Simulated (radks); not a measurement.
Problem. Coherent X-ray form factor from a spherical all-electron density. Calculated with a radial shooting solver on a logarithmic mesh with Libxc functionals: scalar-relativistic Kohn-Sham, PBE, spin-polarised, spherical densities, finite nucleus; Fermi nuclear charge, rms radius of each element as measured or else 0.836 A^(1/3) + 0.57 fm.

sin(theta)/lambda (1/angstrom),f0 (electrons)
0.05,1.955
0.1,1.829
0.15,1.649
0.2,1.443
0.25,1.237
0.3,1.046
0.4,0.731
0.5,0.507
0.6,0.354
0.8,0.180
1,0.098
1.25,0.050
1.5,0.027
2,0.010

The species is in the configuration that NIST lists as its ground one. Which atom or ion scatters so?

Solution. Neutral helium, 1s(up 1, down 1). Extrapolating in s^2 from the first two rows gives f0(0) = 2.0, near the electron count 2; among species with that count, the fall with angle is slower the higher Z, and the table is that of Z = 2; from so few rows the species is fixed only to a neighbour or two.
